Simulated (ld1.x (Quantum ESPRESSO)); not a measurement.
# As (Z = 33), TM: configuration errors across variants

* Element: arsenic
* Generator: ld1.x (Quantum ESPRESSO) 7.5
* Type: norm-conserving Troullier–Martins (Kleinman–Bylander form)
* Functional: LDA (PZ)
* Relativity: scalar-relativistic
* Frozen core: [Ar] 3d10
* Valence charge: 5
* Reference configuration: 4s2 4p3
* Partial waves: 4s (bound): rc 1.15 bohr; 4p (bound): rc 1.70 bohr; 4d channel at 0.05 Ry: rc 1.70 bohr
* Local potential: all-electron potential smoothed inside 1.70 bohr (lloc = -1)
* Core correction: Bessel-smoothed model core inside 1.20 bohr

All-electron excitation energies from the reference (eV): (1) 4s2 4p2 9.325; (2) 4s2 4p1 27.488; (3) 4s2 4p0 55.528; (4) 4s2 4p2.5 3.637; (5) 4s1 4p4 9.483; (6) 4s2 4p3.3 -1.278; (7) 4s0 4p5 19.206; (8) 4s2 4p3 spin -1.324; (9) 4s2 4p2 spin 8.597.

Spin tests fill each open shell by Hund’s rule, majority spin first.

Tests that are not counted but printed errors over 1 eV. “all radii but the core radius scaled by about 0.75 (s 0.86, p 1.28, d 1.28 bohr); local potential all-electron potential smoothed inside 1.28 bohr (lloc = -1)”: 4s2 4p3.3 (solver errors, printed error -127 eV); 4s2 4p0 (solver errors, printed error -25.3 eV); 2 more.

A true bound ghost makes a file unfit for plane-wave use even where its test errors are small: the radial tests pick states by their node count and pass the ghost by.

Errors AE − PS in meV (a dash: test not solved or not reliable):

| change | (1) | (2) | (3) | (4) | (5) | (6) | (7) | (8) | (9) | bound ghosts |
| --- | --- | --- | --- | --- | --- | --- | --- | --- | --- | --- |
| base | -1.6 | -12 | -55 | -0.5 | -14 | +0.2 | -65 | +2.1 | -1.3 | d |
| all radii but the core radius scaled by about 0.75 (s 0.86, p 1.28, d 1.28 bohr); local potential all-electron potential smoothed inside 1.28 bohr (lloc = -1) | -0.4 | -5.8 | – | -0.2 | -8.5 | – | -187 | – | – | not determined |
| all radii but the core radius scaled by about 0.82 (s 0.94, p 1.40, d 1.40 bohr); local potential all-electron potential smoothed inside 1.40 bohr (lloc = -1) | -1.3 | -12 | -61 | -0.4 | -30 | +0.2 | -187 | -1.1 | -3.8 | s, d |
| all radii but the core radius scaled by about 0.88 (s 1.02, p 1.50, d 1.50 bohr); local potential all-electron potential smoothed inside 1.50 bohr (lloc = -1) | -1.1 | -9.3 | -49 | -0.4 | -22 | +0.2 | -117 | 0.0 | -2.6 | d |
| all radii but the core radius scaled by about 0.96 (s 1.10, p 1.64, d 1.64 bohr); local potential all-electron potential smoothed inside 1.64 bohr (lloc = -1) | -1.5 | -11 | -54 | -0.5 | -16 | +0.2 | -76 | +1.9 | -1.5 | d |
| all radii but the core radius scaled by about 1.05 (s 1.20, p 1.78, d 1.78 bohr); local potential all-electron potential smoothed inside 1.78 bohr (lloc = -1) | -1.8 | -13 | -61 | -0.5 | -11 | +0.2 | -49 | +2.3 | -1.4 | none |
| all radii but the core radius scaled by about 1.11 (s 1.28, p 1.88, d 1.88 bohr); local potential all-electron potential smoothed inside 1.88 bohr (lloc = -1) | -2.1 | -16 | -71 | -0.6 | -8.9 | +0.2 | -36 | +1.7 | -2.1 | none |
| all radii but the core radius scaled by about 1.26 (s 1.44, p 2.14, d 2.14 bohr); local potential all-electron potential smoothed inside 2.14 bohr (lloc = -1) | -3.0 | -22 | -97 | -0.7 | -5.9 | +0.1 | -22 | -2.8 | -6.0 | none |
| all radii but the core radius scaled by about 1.33 (s 1.54, p 2.26, d 2.26 bohr); local potential all-electron potential smoothed inside 2.26 bohr (lloc = -1) | -3.6 | -27 | -114 | -0.8 | -4.4 | +0.1 | -15 | -5.9 | -8.7 | none |
| all radii but the core radius scaled by about 1.39 (s 1.60, p 2.36, d 2.36 bohr); local potential all-electron potential smoothed inside 2.36 bohr (lloc = -1) | -4.4 | -32 | -134 | -1.0 | -3.2 | +0.1 | -9.4 | -9.5 | -12 | none |

Task: Give the same row for: all radii but the core radius scaled by about 1.18 (s 1.36, p 2.00, d 2.00 bohr); local potential all-electron potential smoothed inside 2.00 bohr (lloc = -1).

Result: -2.6, -19, -84, -0.7, -7.4, +0.2, -28, -0.4, -4.0; bound ghosts: none.
